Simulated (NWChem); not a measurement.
System: C2H4F2OSi; SMILES O=C[Si@@H](F)CF

The following NWChem deck was run.

```
start job
memory heap 200 mb stack 900 mb global 1100 mb
geometry units angstroms noautosym nocenter noautoz
  O     -1.211769     2.114807    -0.047021
  C     -0.050700     1.807206     0.089850
  Si     0.467629     0.009038    -0.351997
  F      1.950810    -0.270648     0.257944
  C     -0.823922    -1.124943     0.423311
  F     -0.753572    -2.395671    -0.101021
  H      0.697088     2.561163     0.462025
  H      0.527493    -0.162289    -1.827756
  H     -1.821994    -0.691831     0.226220
  H     -0.699282    -1.170935     1.520427
end
basis spherical
  * library 6-31g*
end
dft
  xc hfexch
  iterations 150
  mulliken
end
task dft energy
esp
  recalculate
  probe 0.07
  range 0.3
  factor 1.0
  spacing 0.02
end
task esp
```

Geometry: optimised at PBE0/def2-SVP.

Atomic charges in e: unrestrained fits to the electrostatic potential beside Mulliken populations; buried atoms are poorly determined by the fit.

Atoms are numbered as in the input.

Task: Predict the main results of this run. (Hartree-Fock/6-31G* (spherical d).) Quantities: ESP O1; Mulliken O1; ESP C2; Mulliken C2; ESP Si3; Mulliken Si3; ESP F4; Mulliken F4; ESP C5; Mulliken C5; relative RMS misfit of the potential (%).

Result: 
| Item | Value |
|---|---|
| ESP O1 | -0.45 |
| Mulliken O1 | -0.46 |
| ESP C2 | 0.27 |
| Mulliken C2 | 0.01 |
| ESP Si3 | 0.69 |
| Mulliken Si3 | 1.16 |
| ESP F4 | -0.36 |
| Mulliken F4 | -0.53 |
| ESP C5 | 0.19 |
| Mulliken C5 | -0.15 |
| relative RMS misfit of the potential (%) | 18 |
